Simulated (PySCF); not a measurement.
From one molecule to another.

First species: C6H13FO.
Numbering: `[CH3:1][O:2][CH2:3][C@H:4]([CH3:5])[CH2:6][CH2:7][F:8]` (hydrogens: H9, H10, H11 on C1; H12, H13 on C3; H14 on C4; H15, H16, H17 on C5; H18, H19 on C6; H20, H21 on C7)

Structure used (GFN2-xTB), in Å, numbered top down from 1:
```xyz
21
C6H13FO angstrom
C      2.2890    1.7036    0.3006
O      1.0201    1.1404    0.5048
C      0.9567   -0.2261    0.1616
C     -0.4523   -0.7604    0.4315
C     -0.4286   -2.2868    0.4865
C     -1.4595   -0.2975   -0.6244
C     -1.6672    1.2098   -0.6327
F     -2.7172    1.5283   -1.4672
H      2.5982    1.6229   -0.7494
H      2.2115    2.7536    0.5755
H      3.0485    1.2166    0.9256
H      1.2228   -0.3643   -0.8986
H      1.6862   -0.7897    0.7653
H     -0.7618   -0.3692    1.4056
H      0.2383   -2.6353    1.2711
H     -0.0874   -2.6949   -0.4623
H     -1.4240   -2.6734    0.6886
H     -2.4245   -0.7682   -0.4224
H     -1.1333   -0.6221   -1.6152
H     -0.7938    1.7471   -1.0061
H     -1.9307    1.5827    0.3612
```

Second species: C4H7F3P2Si.
SMILES: `C#C[C@@H](C(F)F)[Si](F)(P)P`

Levels: PBE0/pcSseg-1 for dipole moment, HOMO energy, LUMO energy and HOMO–LUMO gap; GFN2-xTB for rotational constant A and rotational constant C. Geometries: GFN2-xTB. All species are isolated and taken at one optimised geometry, non-relativistic unless stated. Electronic properties by PySCF.

Dipoles, sizes and rotational constants follow the conformer. The torsions of the flexible species, by atom-mapped SMILES:
- `[CH3:1][O:2][CH2:3][C@H:4]([CH3:5])[CH2:6][CH2:7][F:8]`: C1–O2–C3–C4 179°, O2–C3–C4–C5 -162°, C3–C4–C6–C7 -64°, C4–C6–C7–F8 -171°
- `[CH:1]#[C:2][C@@H:3]([CH:4]([F:5])[F:6])[Si:7]([F:8])([PH2:9])[PH2:10]`: C2–C3–C4–F5 72°, C2–C3–Si7–F8 -22°, H–P9–Si7–C3 91°, H–P9–Si7–C3 -176°, H–P10–Si7–C3 -70°, H–P10–Si7–C3 -162°

Question: Which of the two has the higher rotational constant A, and by how much?

Answer: The first: 2.059 GHz against 0.881 GHz, a difference of 1.178 GHz.

Question: Which of the two has the higher LUMO energy, and by how much?

Answer: The first: 1.35 eV against -0.71 eV, a difference of 2.06 eV.

Question: Which of the two has the higher HOMO–LUMO gap, and by how much?

Answer: The first: 8.91 eV against 6.66 eV, a difference of 2.25 eV.

Question: Which of the two has the higher rotational constant C, and by how much?

Answer: The first: 0.855 GHz against 0.544 GHz, a difference of 0.311 GHz.

Question: Which of the two has the higher dipole moment, and by how much?

Answer: The first: 3.02 D against 2.41 D, a difference of 0.61 D.

Question: Which has the higher HOMO energy?

Answer: The second: -7.37 eV against -7.56 eV, a difference of 0.19 eV.

On the first: The dipole matches unit charges of opposite sign 0.63 Å apart (1 e·Å = 4.8032 D).

On the second: In atomic units the dipole is 0.95 e·bohr (1 au = 2.5417 D). GFN2-xTB frequencies show an imaginary mode (22i cm⁻¹), so this geometry is no minimum at that level.
